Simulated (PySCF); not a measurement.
# Two-component Hartree-Fock for Er⁺ (erbium, charge +1)

Start: [Xe] 4f12 6s1; 4f5/2 filled at m_j = -5/2, -3/2, -1/2, +1/2, +3/2, +5/2; 4f7/2 filled at m_j = -3/2, -1/2, +1/2, +3/2, +5/2, +7/2; 6s1/2 filled at m_j = +1/2. Calculated with PySCF 2.14 in x2c-QZVPPall-2c (16s16p12d6f4g1h, 213 functions): generalised Hartree-Fock with the X2C-1e Hamiltonian and a Gaussian nucleus; one run each with spin-orbit coupling (SO) switched off, then screened by Boettger's factors.

| spinor shell | electrons | ε, spin-free (eV) | ε, screened SO (eV) | weight of nominal j (screened SO) | rms radius, screened SO (bohr) |
| --- | --- | --- | --- | --- | --- |
| 1s1/2 | 2 | -57783.7 | -57770.7 | 1.000 | 0.0231 |
| 2s1/2 | 2 | -9841.4 | -9837.4 | 1.000 | 0.0935 |
| 2p1/2 | 2 | -8702.2 | -9352.0 | 1.000 | 0.0798 |
| 2p3/2 | 4 | -8702.2 | -8429.8 | 1.000 | 0.0866 |
| 3s1/2 | 2 | -2264.5 | -2263.2 | 1.000 | 0.240 |
| 3p1/2 | 2 | -1911.2 | -2050.2 | 1.000 | 0.231 |
| 3p3/2 | 4 | -1911.2 | -1852.1 | 1.000 | 0.245 |
| 3d3/2 | 4 | -1466.5 | -1492.1 | 1.000 | 0.218 |
| 3d5/2 | 6 | -1466.5 | -1448.4 | 1.000 | 0.222 |
| 4s1/2 | 2 | -478.06 | -477.69 | 1.000 | 0.541 |
| 4p1/2 | 2 | -359.37 | -391.66 | 0.998 | 0.554 |
| 4p3/2 | 4 | -359.37 | -345.55 | 0.999 | 0.585 |
| 4d3/2 | 4 | -197.29 | -203.96 | 0.980 | 0.625 |
| 4d5/2 | 6 | -197.29 | -192.59 | 0.987 | 0.637 |
| 5s1/2 | 2 | -69.332 | -69.284 | 1.000 | 1.36 |
| 5p1/2 | 2 | -39.116 | -43.398 | 0.990 | 1.53 |
| 4f5/2 | 6 | -20.133 | -21.206 | 0.894 | 0.894 |
| 4f7/2 | 6 | -20.133 | -18.958 | 0.909 | 0.925 |
| 6s1/2 | 1 | -11.086 | -11.091 | 1.000 | 4.08 |

**Question.** Where does 5p3/2 lie, and what is the 5p spin-orbit splitting (screened SO)?

**Answer.** At -37.327 eV, 6.070 eV above 5p1/2.

| quantity | spin-free | screened SO |
| --- | --- | --- |
| E (hartree) | -13076.56732 | -13087.50133 |
| M_J | 13/2 | 13/2 |
| ⟨J²⟩ | 48.766 | 48.767 |
| ⟨L²⟩ | 30.014 | 30.185 |
| ⟨S²⟩ | 3.752 | 3.827 |

Each row is a mean over spinors that exchange with the open shell spreads, by up to 13.007 eV (4d5/2).

Rows whose weight is well below 1 are mixtures of j = l ± 1/2: exchange outweighs spin-orbit coupling there, and the label is only the starting occupation.

Breit and QED terms are absent; they matter most for the inner s and p1/2 levels.

Densities and radii are taken from the X2C orbitals without a picture-change correction, which distorts them close to the nucleus.

Without spin-orbit coupling the j labels of p, d and f shells carry no meaning; the spin-free column gives the mean over the occupied spinors of each nl shell.
